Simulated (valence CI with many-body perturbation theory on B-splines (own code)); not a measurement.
## In XVIII: magnetic and hyperfine properties of the levels

Calculated by valence CI with perturbative core correlation (CI+MBPT): four valence electrons over a frozen Dirac-Fock core [Ar] 3d10, radial functions for each j: 11 s, 11 p, 9 d, 7 f, 5 g, 2 h, 1 i, with the one-electron correlation potential Σ1 (screened to all orders), the two-electron term Σ2, the three-electron term Σ3, Breit, model QED; selected single and double excitations, second order for the rest (own B-spline code, finite nucleus).

No measured spectrum was set against this ion. As an estimate, levels hold to about 250 cm⁻¹ or 0.2 % of their energy and the worst to 1 %, as in measured heavy ions of charge 2 to 7; those with d or f electrons hold less well.

A/g_I is the dipole constant over the nuclear g factor μ/I (μ in nuclear magnetons, uniformly magnetised nucleus), B/Q the quadrupole constant per barn. Both hold the static response of the core; the bare values leave it out. Large factors of s and p1/2 electrons are usually good to 5 to 10 %; those of open d and f shells near neutrality can be off by tens of per cent, and small factors of p3/2, d and f electrons come from cancelling terms and can be off by a factor of two or in sign, in half-filled shells by more. B is blank for J = 1/2, where it vanishes, and for nearly pure S terms. Energies count from the lowest level. Levels with J = 0 are left out.

Names give the largest LS component (configuration and term), which can be under half, so a name can repeat, a term be missing and a line seem to break the LS rules; names also repeat where a configuration has a term twice. Letters in brackets count levels of one name in rising energy.

| Level | E (cm⁻¹) | g | A/g_I (MHz) | A/g_I bare | B/Q (MHz/b) | B/Q bare |
| --- | --- | --- | --- | --- | --- | --- |
| 4s²4p² ³P_1 | 58724 | 1.500 | -2280 | -2320 | 8660 | 8140 |
| 4s²4p² ³P_2 | 74475 | 1.256 | 19900 | 18800 | 7180 | 6750 |
| 4s²4p² ¹D_2 | 145940 | 1.243 | 10300 | 9720 | 10000 | 9440 |
| 4s4p³ ⁵S°_2 | 360490 | 1.879 | 50000 | 47400 | 4020 | 3770 |
| 4s4p³ ³D°_1 | 423850 | 0.781 | -27300 | -25800 | 15000 | 14100 |
| 4s4p³ ³D°_2 | 437010 | 1.328 | 36000 | 34200 | 19900 | 18700 |
| 4s4p³ ³D°_3 | 458590 | 1.332 | 45400 | 43100 | -1170 | -1070 |
| 4s4p³ ³P°_1 | 502230 | 1.308 | 49100 | 46600 | -15800 | -14900 |
| 4s4p³ ¹D°_2 [a] | 508700 | 1.239 | 14600 | 13800 | -17100 | -16100 |
| 4s4p³ ³S°_1 | 552970 | 1.570 | 3480 | 3280 | 1210 | 1140 |
| 4s4p³ ¹D°_2 [b] | 565470 | 1.207 | 40600 | 38500 | -9280 | -8770 |
| 4s²4p4d ³F°_2 | 621790 | 0.712 | 15800 | 15100 | 9440 | 8840 |
| 4s4p³ ¹P°_1 | 633300 | 1.335 | -22200 | -21100 | -696 | -637 |
| 4s²4p4d ³F°_3 | 650690 | 1.096 | 9950 | 9520 | 8940 | 8370 |
| 4s²4p4d ³P°_2 [a] | 674490 | 1.266 | -1900 | -1690 | 1450 | 1330 |
| 4s²4p4d ³D°_1 | 684500 | 0.838 | -10600 | -9910 | 2000 | 1870 |
| 4s²4p4d ³F°_4 | 702620 | 1.249 | 4480 | 4270 | 20900 | 19600 |
| 4s²4p4d ¹D°_2 | 728160 | 1.061 | 3660 | 3450 | -2360 | -2250 |
| 4s²4p4d ³P°_1 | 743800 | 1.193 | 5360 | 5180 | -8540 | -8010 |
| 4s²4p4d ³D°_3 | 744240 | 1.273 | 7340 | 6980 | -2700 | -2530 |
| 4s²4p4d ³P°_2 [b] | 752670 | 1.301 | 7630 | 7330 | -11600 | -10900 |
| 4s²4p4d ¹F°_3 | 794530 | 1.046 | 5960 | 5700 | 15800 | 14800 |
| 4s²4p4d ¹P°_1 | 806220 | 0.970 | -2650 | -2350 | 2640 | 2470 |
| 4p⁴ ³P_2 | 839010 | 1.364 | 10300 | 9860 | 1390 | 1310 |
| 4p⁴ ³P_1 | 904460 | 1.349 | -2170 | -1950 | -5290 | -4980 |
| 4s4p²4d ⁵F_1 | 914280 | 0.318 | -32900 | -31100 | -806 | -777 |
| 4p⁴ ¹D_2 | 914840 | 1.133 | 19900 | 18900 | -18400 | -17300 |
| 4s4p²4d ⁵F_2 | 922130 | 1.121 | 16300 | 15600 | 3950 | 3680 |
| 4s4p²4d ⁵F_3 [a] | 938150 | 1.342 | 22200 | 21100 | 8780 | 8200 |
| 4s4p²4d ⁵D_1 | 967120 | 1.374 | 26600 | 25300 | -9780 | -9160 |
| 4s4p²4d ⁵F_4 | 968630 | 1.371 | 20900 | 19900 | 11800 | 11000 |
| 4s4p²4d ⁵D_2 | 968640 | 1.274 | 21400 | 20400 | -10700 | -10000 |
| 4s4p²4d ⁵F_3 [b] | 972490 | 1.312 | 28600 | 27100 | -9910 | -9310 |
| 4s4p²4d ⁵D_4 | 986620 | 1.373 | 30200 | 28700 | 3650 | 3420 |

(1) Take the isotope of mass number 115, with I = 9/2, μ = 5.5326 μN and Q = 0.772 b. What is the hyperfine structure of 4s4p³ ³D°_1?

## Answers

(1) From the table A = -33500 MHz, B = 11600 MHz. Shifts from the centre of gravity in MHz: F = 7/2: 190000, F = 9/2: 25800, F = 11/2: -148000.
